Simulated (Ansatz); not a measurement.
Wavefunction ladder for AlBrCl$_{2}$, SMILES `[Cl][Al]([Cl])[Br]`

Z-matrix (Å, degrees):
```
Al
Cl 1 2.070
Br 1 2.225 2 120.2
Cl 1 2.070 2 119.7 3 -180.0
```

The species carries charge 0 and has multiplicity 1. Correlated methods include outer-core shells of Br, which these sets cover unevenly. Scalar relativity is left out up to krypton. Geometry: relaxed with PBE0-D4/def2-TZVP. Frozen core, restricted reference, Ansatz.

```
     basis      HF (Eh)  MP2 corr.
  def2-SVP  -3732.87942   -0.54387
def2-TZVPP  -3733.59549   -0.71259
def2-QZVPP  -3733.67711   -1.07710
```

Q: Estimate the CCSD correlation energy and the (T) correction in each basis where they were run (hartree).

A: 
| basis | CCSD corr. | (T) |
| --- | --- | --- |
| def2-SVP | -0.57030 | -0.01193 |
| def2-TZVPP | -0.74953 | -0.02968 |
